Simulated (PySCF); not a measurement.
## Steps of a relaxation of [Lu(H2O)4]3+

[Lu(H2O)4]3+ (singlet in the valence; each metal's 4f electrons, 14 of them, lie in its core potential, out of spins and levels; a saddle point, relaxed within its symmetry). PySCF 2.14.0, RKS B3LYP, Lu lcecp-1-SVP with ECP60, O def2-SVP, H def2-SVP; non-relativistic Hamiltonian with scalar-relativistic core potentials where named; density fitting; no spin-orbit coupling. Origin of the start: template. Columns: position (Å) and force (eV/Å). Energies are counted from the last step; some of the 7 steps are shown. Forces carry noise of the integration grid, about 0.01 to 0.03 eV/Å.

Run from Python with OMP_NUM_THREADS=2. Where DIIS fails, smearing, a level shift and second-order steps follow.
It took 72 s on 2 threads of Arm Neoverse N1, on a shared host, from the converged density of the start.

```xyz
13
step 0  E = 0.492 eV
Lu    0.0000    0.0000    0.0000     0.00    0.00    0.00
O     1.3770    1.3770    1.3770    -1.29   -1.21   -1.21
H     1.7176    1.1731    2.2621     0.29   -0.15    0.67
H     1.7176    2.2621    1.1731     0.29    0.67   -0.15
O    -1.3770   -1.3770    1.3770     1.29    1.21   -1.21
H    -1.7176   -1.1731    2.2621    -0.29    0.15    0.67
H    -1.7176   -2.2621    1.1731    -0.29   -0.67   -0.15
O     1.3770   -1.3770   -1.3770    -1.29    1.21    1.21
H     1.7176   -2.2621   -1.1731     0.29   -0.67    0.15
H     1.7176   -1.1731   -2.2621     0.29    0.15   -0.67
O    -1.3770    1.3770   -1.3770     1.29   -1.21    1.21
H    -1.7176    2.2621   -1.1731    -0.29    0.67    0.15
H    -1.7176    1.1731   -2.2621    -0.29   -0.15   -0.67
```

```xyz
13
step 2  E = 0.054 eV
Lu    0.0000    0.0000    0.0000     0.00    0.00    0.00
O     1.3032    1.3050    1.3050     0.13    0.24    0.24
H     1.6636    1.1218    2.2176    -0.18   -0.04   -0.41
H     1.6636    2.2176    1.1218    -0.18   -0.41   -0.04
O    -1.3032   -1.3050    1.3050    -0.13   -0.24    0.24
H    -1.6636   -1.1218    2.2176     0.18    0.04   -0.41
H    -1.6636   -2.2176    1.1218     0.18    0.41   -0.04
O     1.3032   -1.3050   -1.3050     0.13   -0.24   -0.24
H     1.6636   -2.2176   -1.1218    -0.18    0.41    0.04
H     1.6636   -1.1218   -2.2176    -0.18    0.04    0.41
O    -1.3032    1.3050   -1.3050    -0.13    0.24   -0.24
H    -1.6636    2.2176   -1.1218     0.18   -0.41    0.04
H    -1.6636    1.1218   -2.2176     0.18   -0.04    0.41
```

```xyz
13
step 4  E = 0.003 eV
Lu    0.0000    0.0000    0.0000     0.00    0.00    0.00
O     1.2696    1.2828    1.2828     0.05    0.08    0.08
H     1.6356    1.0862    2.1795     0.01   -0.03    0.01
H     1.6356    2.1795    1.0862     0.01    0.01   -0.03
O    -1.2696   -1.2828    1.2828    -0.05   -0.08    0.08
H    -1.6356   -1.0862    2.1795    -0.01    0.03    0.01
H    -1.6356   -2.1795    1.0862    -0.01   -0.01   -0.03
O     1.2696   -1.2828   -1.2828     0.05   -0.08   -0.08
H     1.6356   -2.1795   -1.0862     0.01   -0.01    0.03
H     1.6356   -1.0862   -2.1795     0.01    0.03   -0.01
O    -1.2696    1.2828   -1.2828    -0.05    0.08   -0.08
H    -1.6356    2.1795   -1.0862    -0.01    0.01    0.03
H    -1.6356    1.0862   -2.1795    -0.01   -0.03   -0.01
```

Task: Where does the relaxation end?

Result: It converges at step 6 in D2d:
```xyz
13
step 6  E = 0
Lu    0.0000    0.0000    0.0000
O     1.2729    1.2900    1.2900
H     1.6436    1.0875    2.1835
H     1.6436    2.1835    1.0875
O    -1.2729   -1.2900    1.2900
H    -1.6436   -1.0875    2.1835
H    -1.6436   -2.1835    1.0875
O     1.2729   -1.2900   -1.2900
H     1.6436   -2.1835   -1.0875
H     1.6436   -1.0875   -2.1835
O    -1.2729    1.2900   -1.2900
H    -1.6436    2.1835   -1.0875
H    -1.6436    1.0875   -2.1835
```

Task: How did the contacts change?

Result: 
| contact | start (Å) | end (Å) |
| --- | --- | --- |
| Lu1–O2 (H2O) | 2.385 | 2.225 |
| Lu1–O5 (H2O) | 2.385 | 2.225 |
| Lu1–O8 (H2O) | 2.385 | 2.225 |
| Lu1–O11 (H2O) | 2.385 | 2.225 |


An lcecp potential fixes the number of 4f electrons, so in runs with it no electron can move into or out of that shell.
